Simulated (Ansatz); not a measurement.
```tsv
atom	x (Å)	y (Å)	z (Å)
H	-0.9254	-0.9311	-0.9273
Li	-0.9319	-0.9339	0.9314
Li	-0.9258	0.9307	-0.9247
H	-0.9319	0.9256	0.9270
Li	0.9318	-0.9276	-0.9292
H	0.9264	-0.9247	0.9259
H	0.9349	0.9297	-0.9260
Li	0.9329	0.9303	0.9284
```

Basis set: cc-pVDZ (spherical functions). All electrons are correlated. Charge 0, multiplicity 1.

Computed with Ansatz (development build ahead of 0.2.0); each method stands on the lowest determinant of its kind that the runs found. Restricted open shells among the atoms or ions are ROHF, correlated in semicanonical orbitals with singles.

Problem. Give the atomization energy at this shape (free ground-state atoms in the same class of orbitals less the molecule, no zero-point energy) of singlet Li₄H₄ by RHF-MP2, RHF.

Solution.

```csv
method,atomization energy
RHF-MP2,14.32 eV
RHF,11.36 eV
```
